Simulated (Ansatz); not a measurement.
Start from `CCB(C)[SiH3]` and change one atom or group to get `CB(N)[SiH3]`.

Ansatz, PBE0-D4/def2-TZVP geometries, multiplicity 1. Each molecule was computed in one conformer, which needn't be the lowest.

| property | `CCB(C)[SiH3]` |
| --- | --- |
| HOMO energy (B3LYP/def2-TZVPP) / eV | -7.34 |
| size of the dipole moment (ωB97M-V/def2-TZVPP) / D | 1.42 |
| HOMO energy (ωB97M-V/def2-TZVPP) / eV | -9.66 |
| HOMO–LUMO gap (B3LYP/def2-TZVPP) / eV | 5.81 |
| LUMO energy (PBE/def2-TZVPP) / eV | -2.31 |
| HOMO–LUMO gap (PBE/def2-TZVPP) / eV | 4.01 |

Problem. Give the same properties after the change, and the shifts. (Estimate.)

Solution. Ansatz gave: 
```
                                          property  `CB(N)[SiH3]`  shift
               HOMO energy (B3LYP/def2-TZVPP) / eV          -7.48  -0.14
size of the dipole moment (ωB97M-V/def2-TZVPP) / D           2.35   0.93
             HOMO energy (ωB97M-V/def2-TZVPP) / eV          -9.80  -0.14
             HOMO–LUMO gap (B3LYP/def2-TZVPP) / eV           7.15   1.34
                 LUMO energy (PBE/def2-TZVPP) / eV          -1.09   1.22
               HOMO–LUMO gap (PBE/def2-TZVPP) / eV           5.36   1.35
```

With PBE0 the HOMO falls by 0.15 eV and the LUMO rises by 1.20 eV, so the gap widens by about 1.35 eV. PBE moves the HOMO by -0.13 eV and ωB97M-V by -0.14 eV. Dipoles are sizes alone; their direction can turn.

B3LYP here is the variant with VWN-RPA as its local correlation; programs differ in this.
